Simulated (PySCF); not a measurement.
C2H12Ge2OSi.
SMILES: `[CH3][Ge@H]([CH2][SiH3])[O][GeH3]`

Level: wB97X-D/def2-SVPD in PySCF, non-relativistic, on one gas-phase PBE0-D3(BJ)/def2-SVP geometry that isn't relaxed in the solvent. The solvent is an IEF-PCM continuum (van der Waals radii × 1.2), and excitations are vertical TDDFT with non-equilibrium linear response and a frozen core. Only the electrostatic response of the medium enters. Spin–orbit coupling is left out although an atom past zinc is present.

Gas-phase singlets (H = HOMO, L = LUMO):

```tsv
state	E (eV)	λ (nm)	f	leading configurations
S1	6.817	182	0.013	H→L 76%
S2	7.200	172	0.011	H-1→L 69%, H-2→L 9%
S3	7.581	164	0.002	H→L+1 77%
S4	7.863	158	0.010	H-1→L+1 59%, H→L+2 13%
S5	8.071	154	0.014	H→L+5 29%, H-3→L 20%
```

**Question.** How does the list change in dichloromethane (ε = 8.93)?

**Answer.** 
| state | E (eV) | λ (nm) | f | leading configurations | change by rank (eV) |
| --- | --- | --- | --- | --- | --- |
| S1 | 6.841 | 181 | 0.017 | H→L 78% | +0.024 |
| S2 | 7.218 | 172 | 0.013 | H-1→L 72%, H-2→L 10% | +0.018 |
| S3 | 7.645 | 162 | 0.007 | H→L+1 78% | +0.064 |
| S4 | 7.931 | 156 | 0.016 | H-1→L+1 54%, H→L+2 17% | +0.068 |
| S5 | 8.050 | 154 | 0.018 | H-3→L 36%, H→L+5 19% | -0.021 |

**Question.** How do the frontier levels move from gas to dichloromethane?

**Answer.** 
```
orbital  gas (eV)  solvent (eV)  change (eV)
 LUMO+2      2.28          2.42        +0.14
 LUMO+1      1.71          1.82        +0.11
   LUMO      1.66          1.72        +0.06
   HOMO     -9.70         -9.64        +0.06
 HOMO-1     -9.97         -9.94        +0.03
 HOMO-2    -10.82        -10.74        +0.08
 HOMO-3    -10.90        -10.80        +0.10
```

The HOMO–LUMO gap goes from 11.36 to 11.36 eV.

Conformer computed: `[CH3:1][Ge@H:2]([CH2:3][SiH3:4])[O:5][GeH3:6]`: C1–Ge2–C3–Si4 -35°, C1–Ge2–O5–Ge6 67°.
